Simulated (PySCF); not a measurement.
C4H9Al (SMILES C=C[CH2][AlH][CH3]), singlet, at a GFN2-xTB geometry (such geometries of metal compounds can be far from the true shape). Base run: DF-PBE/pcseg-0 run with PySCF.

The PySCF input:
```python
from pyscf import gto, scf, dft

mol = gto.Mole()
mol.atom = '''
    Al    0.84259651   -0.35872845    0.85512636
    C    -0.37809217   -0.99391673   -0.61570517
    C    -1.01001012    0.17537650   -1.29563350
    C    -0.66810639    0.64169539   -2.48668757
    H    -1.17319233   -1.65182420   -0.23467747
    H     0.20456006   -1.57706868   -1.34475172
    H    -1.80162648    0.66766519   -0.74079472
    H     0.10997207    0.18014630   -3.07342219
    H    -1.14509738    1.50390385   -2.92130029
    H     2.33088456   -0.75143232    0.66741133
    C     0.34974154    0.73918471    2.43537065
    H    -0.03498727    1.72893377    2.16163711
    H     1.21779420    0.91079564    3.08328136
    H    -0.42325901    0.27831114    3.06190735
'''
mol.basis = 'pcseg-0'
mol.verbose = 4
mol.max_memory = 1800
mol.build()

mf = dft.RKS(mol)
mf.xc = 'pbe'
mf = mf.density_fit(auxbasis='def2-universal-jkfit')
mf.kernel()
```

The job was repeated with other settings on one machine. Differences are taken from the largest basis of the pcseg family in the series, which isn't the basis-set limit (pcseg-2: -5.575 eV). The cheapest run took about 12 core-seconds (a rough figure).

```
setting  basis functions  cost, times the cheapest (rough)  difference in HOMO energy (eV)
-------  ---------------  --------------------------------  ------------------------------
pcseg-0               67                                 1                          -0.021
pcseg-1              119                                 2                           0.010
pcseg-2              280                                 5                       reference
```

Times come from a shared machine, hold the start-up and are rough.
